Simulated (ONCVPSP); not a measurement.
## magnesium (Mg): one change to an ONCV potential, before and after

Mg (Z = 12), optimised norm-conserving Vanderbilt (ONCV), made with ONCVPSP 4.0.1 (PBEsol, scalar-relativistic). Core [Ne], reference 3s2. Waves: 3s: rc 1.95 bohr, ncon 4, nbas 8, qcut 3.1 1/bohr, 2 projectors, debl 3 Ha; p scattering state at 0.25 Ha: rc 1.60 bohr, ncon 3, nbas 6, qcut 5.5 1/bohr, local. Local part: the p channel. Core correction: Teter function, fcfact 4.75, rcfact 1.55.

Change: s: rc 2.86.

Cutoffs: the cutoffs (Ha) at which the residual kinetic energy of the hardest occupied pseudo-wave falls to 1 and 0.1 mHa per electron; they do not see the model core or the augmentation charge, which bear on the density cutoff. Errors are all-electron minus pseudo energies relative to the spin-unpolarised reference configuration.

Task: How do hardness, ghosts and transferability respond?

Result: The potential gets softer (3.7 Ha and 5.5 Ha → 3.1 Ha and 4.1 Ha); the bound ghost in s disappears; of the 4 tests that both files solve, the error grows in 1 and shrinks in 1 by more than 15 % and 0.3 meV (median size 13.8 → 14.0 meV). A larger radius leaves more room for a smooth pseudo-wave, so fewer plane waves are needed.

| quantity | base | changed |
| --- | --- | --- |
| cutoff, loose | 3.7 Ha | 3.1 Ha |
| cutoff, tight | 5.5 Ha | 4.1 Ha |
| bound ghosts | s | none |
| GHOST(+) flags under 300 eV | none | s at 215.1 eV |
| error for 3s1, meV [ΔE 7.92 eV] | -24 | -25 |
| error for 3s1.5, meV [ΔE 3.13 eV] | -3.4 | -3.2 |
| error for 3s1 3p1, meV [ΔE 3.47 eV] | +2.2 | -0.4 |
| error for 3s0 3p1, meV [ΔE 12.23 eV] | -76 | -93 |
| p: phases at 1.62 bohr within 0.05 rad from the reference energy up to (Ha; the scan ends near 5) | 0.6 | 0.6 |
| rms error of d²Exc/dni dnj with the model core, mHa | 3.63 | 3.81 |

Base: The cutoffs count occupied waves only; projector 2 of the s channel, the hardest unoccupied one, needs 23 Ha at the loose tolerance. Changed file: The cutoffs count occupied waves only; projector 2 of the s channel, the hardest unoccupied one, needs 25 Ha at the loose tolerance. A true bound ghost makes a file unfit for plane-wave use even where its test errors are small: the radial tests pick states by their node count and pass the ghost by.
